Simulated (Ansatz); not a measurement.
Geometry optimisation, RHF/def2-SVP (Ansatz).

Input:

```yaml
crystal:
  periodic: [false, false, false]
  atoms:
    - { symbol: Ga, position_ang: [0.0, 0.0, 0.0] }
    - { symbol: H, position_ang: [0.0, 0.0, 1.92] }
    - { symbol: "N", position_ang: [1.6714, 0.0, -0.965] }
    - { symbol: H, position_ang: [2.138, -0.9179, -1.2168] }
    - { symbol: H, position_ang: [2.1227, 0.9179, -1.2432] }
    - { symbol: H, position_ang: [-1.3596, 0.0, -0.785] }
    - { symbol: O, position_ang: [0.0937, 1.9812, 0.659] }
    - { symbol: H, position_ang: [0.4923, 2.0094, 1.5866] }
    - { symbol: H, position_ang: [0.0473, 1.0, 1.8157] }
basis:
  gaussian: { orbitals: def2-SVP }
hamiltonian:
  xc: hf
relax:
  f_tol: 0.15
  max_steps: 25
  restrain:
    - { distance: [0, 6], at: 1.79, k: 30.0 }
    - { distance: [8, 1], at: 0.66, k: 30.0 }
    - { distance: [0, 1], at: 2.77, k: 30.0 }
    - { distance: [8, 6], at: 2.21, k: 30.0 }
```

Launched with:

```bash
$ ansatz run input.yaml --threads 1 --pin off --max-ram 2048MiB --backend cpu --events-out ev --progress --plain --runs-dir out
```

Q: Where does it end, and by what steps?

A: The run converged. The restraints hold the end off the free minimum. After 12 steps the energy has fallen by 3.966 eV (the restraints' own energy left out); H8 moved furthest, 1.03 Å. Joined: H2–H9 (1.01 → 0.71 Å).

```tsv
step	energy less start (eV)	largest force component (eV/Å)	accepted
0	0.0000	3.712	yes
1	-1.5118	4.320	yes
2	-2.6048	3.837	yes
3	-3.3749	3.028	yes
4	-3.6161	1.406	yes
5	-3.6357	1.790	no
6	-3.7080	1.350	yes
7	-3.8108	1.355	yes
8	-3.8934	1.469	yes
9	-3.9490	1.544	yes
10	-3.9611	1.567	yes
11	-3.8855	2.044	no
12	-3.9656	1.578	yes
```

```xyz
9
Properties=species:S:1:pos:R:3
Ga 0.051 0.526 -0.307
H -0.137 -0.254 2.349
N 1.674 0.089 -0.999
H 1.843 -0.727 -1.555
H 2.523 0.596 -0.842
H -1.240 -0.294 -0.548
O -0.046 2.018 0.672
H 0.702 2.587 0.760
H -0.162 0.450 2.241
```

Time of the run: 22 s on 1 thread of AMD EPYC 7R43 64-Core Processor (Zen 3), on a shared host, peak memory 0.19 GiB.
